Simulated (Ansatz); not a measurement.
C3H8ClFOSi (`CCO[Si](C)(F)Cl`), charge 0, multiplicity 1.

Task: Give a relaxed structure at PBE0-D4/def2-TZVP (Ansatz). (Estimate.)

Result: Ansatz gave: 
Z-matrix (Å, degrees):
```
C
C 1 1.508
H 1 1.093 2 110.2
H 1 1.092 2 110.7 3 -119.9
H 1 1.092 2 110.5 3 119.9
O 2 1.423 1 110.2 3 -177.1
H 2 1.094 1 110.9 3 -58.6
H 2 1.096 1 110.5 3 60.6
Si 6 1.614 2 127.1 1 -117.0
C 9 1.835 6 109.9 2 172.0
F 9 1.593 6 110.1 2 -66.4
Cl 9 2.053 6 109.9 2 48.5
H 10 1.091 9 110.4 6 -61.4
H 10 1.092 9 110.0 6 58.4
H 10 1.091 9 110.5 6 178.4
```
This is one stationary point; other conformers may exist.
